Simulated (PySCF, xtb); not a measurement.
C4H3Cl2F, SMILES Cl[C@@H](C=C=CCl)F.

GFN2-xTB (xtb) at its own geometry gives an orbital gap of 4.06 eV and a dipole moment of 1.81 D.

Geometry: TPSSh-D3(BJ)/def2-SVP. The structure was generated by enumeration; whether it is a known compound was not checked. The values are those of a single conformer.

What does ωB97X/def2-TZVP in PySCF give? (The exact figures need the calculation; the answer reports its results.)

gap 10.89 eV (levels -10.20 and 0.69 eV), dipole 1.54 D.
